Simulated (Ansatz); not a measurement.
Geometry optimisation, RKS PBE0/STO-3G in Ansatz.

Input:

```yaml
crystal:
  periodic: [false, false, false]
  atoms:
    - { symbol: Si, position_ang: [0.0, 0.0, 0.0] }
    - { symbol: C, position_ang: [0.0, 0.0, 1.87] }
    - { symbol: H, position_ang: [-0.9996, -0.3092, 2.2405] }
    - { symbol: H, position_ang: [0.7676, -0.7111, 2.2405] }
    - { symbol: H, position_ang: [0.232, 1.0203, 2.2405] }
    - { symbol: C, position_ang: [1.7634, 0.0, -0.6227] }
    - { symbol: H, position_ang: [2.1111, -1.0463, -0.7509] }
    - { symbol: H, position_ang: [1.8119, 0.5276, -1.5981] }
    - { symbol: H, position_ang: [2.4154, 0.5187, 0.1108] }
    - { symbol: C, position_ang: [-0.8808, 1.5259, -0.6227] }
    - { symbol: H, position_ang: [-1.9334, 1.2723, -0.8671] }
    - { symbol: H, position_ang: [-0.8624, 2.3106, 0.1622] }
    - { symbol: H, position_ang: [-0.3704, 1.9025, -1.5336] }
    - { symbol: C, position_ang: [-0.8808, -1.5259, -0.6227] }
    - { symbol: H, position_ang: [-1.3804, -2.0377, 0.2261] }
    - { symbol: H, position_ang: [-1.6409, -1.2332, -1.3768] }
    - { symbol: H, position_ang: [-0.1449, -2.2146, -1.0879] }
basis:
  gaussian: { orbitals: STO-3G }
hamiltonian:
  xc: pbe0
relax:
  f_tol: 0.02
  max_steps: 40
```

Command:

```bash
$ ansatz run input.yaml --threads 1 --pin off --max-ram 2048MiB --backend cpu --events-out ev --progress --plain --runs-dir out
```

Where does it end, and by what steps?

The run converged. The force dipped under the threshold on the way, but the program's further checks kept it going. Limits of this set-up: minimal basis. After 12 steps the energy has fallen by 0.247 eV; H16 moved furthest, 0.92 Å.

```
step  energy less start (eV)  largest force component (eV/Å)  accepted
   0                  0.0000                           0.724       yes
   1                 -0.1413                           0.246       yes
   2                 -0.1622                           0.107       yes
   3                 -0.1919                           0.349       yes
   4                 -0.2238                           0.047       yes
   5                 -0.1977                           0.867        no
   6                 -0.2326                           0.039       yes
   7                 -0.2382                           0.151       yes
   8                 -0.2407                           0.263       yes
   9                 -0.2459                           0.005       yes
  10                 -0.2465                           0.017       yes
  11                 -0.2467                           0.054       yes
  12                 -0.2468                           0.010       yes
```

```xyz
17
Properties=species:S:1:pos:R:3
Si 0.000 0.000 0.000
C 0.021 -0.120 1.868
H -0.994 -0.177 2.273
H 0.562 -1.010 2.203
H 0.508 0.751 2.316
C 1.757 0.100 -0.637
H 2.335 -0.782 -0.348
H 1.780 0.168 -1.729
H 2.274 0.979 -0.241
C -0.939 1.534 -0.516
H -1.973 1.505 -0.159
H -0.475 2.439 -0.112
H -0.967 1.635 -1.605
C -0.837 -1.514 -0.713
H -1.867 -1.604 -0.355
H -0.869 -1.473 -1.806
H -0.308 -2.430 -0.432
```

Whether the end is a true minimum wasn't checked by a vibrational analysis.

Run time: 47 s on 1 thread of Arm Neoverse V1, with other jobs on the host, peak memory 0.12 GiB.
